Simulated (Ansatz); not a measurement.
Species: C4H5OSi (charge 0, doublet). It need not be the lowest isomer of its formula. 
Geometry from a B3LYP-D3(BJ)/def2-TZVP (Ansatz, a quantum-chemistry and plane-wave program) optimisation:
SMILES: [SiH3]c1c[c]oc1
```xyz
11

Si     2.0106     0.0708     0.1510
C      0.1592     0.0415     0.0176
C     -0.7667     1.1583     0.1298
C     -1.9806     0.5969    -0.0434
O     -1.9464    -0.7174    -0.2488
C     -0.6097    -1.0575    -0.2096
H      2.4307     0.5779     1.4780
H      2.5952     0.9518    -0.8865
H      2.5134    -1.3102    -0.0324
H     -0.5373     2.1930     0.3094
H     -0.3918    -2.0999    -0.3593
```
Charge 0, spin multiplicity 2.

Wanted: atomisation energy (electronic, to ground-state atoms), in kJ/mol. Correlated levels leave the core frozen unless marked. UHF or UKS for open shells. Spin-orbit coupling is left out. Non-relativistic unless marked X2C. The coupled-cluster limit lacks core correlation, which all-electron functionals hold. Basis-set limits of correlation are two-point, X^-3; Hartree-Fock from the larger set. The bracket is a focal-point correction in the basis named.

```
level                                                                 program  atomisation energy (kJ/mol)
-------------------------------------------------------------  --------------  ---------------------------
HF/6-31G*                                                              Ansatz                       3212.0
r2SCAN-D3(BJ)/def2-TZVPD                                       Ansatz + dftd3                       4567.9
B3LYP-D3(BJ)/def2-TZVPD                                        Ansatz + dftd3                       4521.0
PBE0-D4/def2-TZVPD                                             Ansatz + dftd4                       4576.2
PBE0/def2-TZVPD                                                        Ansatz                       4553.7
r2SCAN0-D4/def2-TZVPD                                          Ansatz + dftd4                       4476.2
HSE06-D3(BJ)/def2-TZVPD                                        Ansatz + dftd3                       4577.4
B2PLYP-D3(BJ)/def2-TZVPD                                       Ansatz + dftd3                       4487.1
MP2/STO-3G                                                             Ansatz                       4489.3
CCSD/6-31G                                                             Ansatz                       3677.2
CCSD(T)/cc-pV(T+d)Z                                                    Ansatz                       4378.5
CCSD(T)/cc-pwCVTZ                                                      Ansatz                       4386.9
X2C-CCSD(T)/cc-pVTZ-DK                                                 Ansatz                       4364.4
RI-MP2/CBS(cc-pV(T+d)Z,cc-pV(Q+d)Z)+[CCSD(T)-MP2]/cc-pV(T+d)Z          Ansatz                       4504.5
CCSD(T)/CBS(cc-pV(T+d)Z,cc-pV(Q+d)Z)                                   Ansatz                       4506.5
```

The UHF reference is spin-contaminated (<S^2> 0.31 over the pure value in the largest basis).
